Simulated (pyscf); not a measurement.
PySCF, gas phase, ωB97X-D3(BJ)/def2-SVP geometries. Singlets are restricted, triplets unrestricted.

Singlet (Å):
```xyz
7

Si    -1.1464     0.1759    -0.7773
S      0.7711    -0.5579    -0.1121
Ge     2.2519     1.0334    -0.5519
Cl     0.9451     2.5621    -1.4579
H     -1.5407     1.3933    -0.0253
H     -1.1461     0.4164    -2.2419
H     -2.0847    -0.9343    -0.4552
```

Triplet (Å):
```xyz
7

Si    -1.2187    -0.0091    -0.8622
S      0.7386    -0.4186    -0.0403
Ge     1.7538     1.1609    -1.2184
Cl     1.7215     3.1842    -0.4314
H     -1.5381     1.4325    -0.6938
H     -1.2600    -0.3862    -2.2991
H     -2.1727    -0.8497    -0.0849
```

For these two minima of H₃Si–S–Ge:–Cl, which spin state lies lower at ωB97X-D3(BJ)/def2-TZVP, and by how much (electronic energies)?

The singlet, by 2.35 eV. Zero-point energy shifts E(triplet) − E(singlet) by -0.02 eV. The 7 functionals that were run give +2.03 (M06-2X) to +2.36 eV (ωB97M-D3(BJ)). Other isomers of H₃Si–S–Ge:–Cl [singlet] were not searched in full and may lie lower. 

E(triplet) − E(singlet) by level (eV):

```csv
level,gap
ωB97X-D3(BJ)/def2-TZVP,+2.35
PBE/def2-TZVP,+2.20
r²SCAN/def2-TZVP,+2.07
B3LYP-D3(BJ)/def2-TZVP,+2.33
PBE0-D3(BJ)/def2-TZVP,+2.15
M06-2X/def2-TZVP,+2.03
ωB97M-D3(BJ)/def2-TZVP,+2.36
HF/def2-TZVP,+1.58
```

The triplet is the lowest one reached from the SCF start used. Elements up to Kr have no core potential and no relativistic terms here.
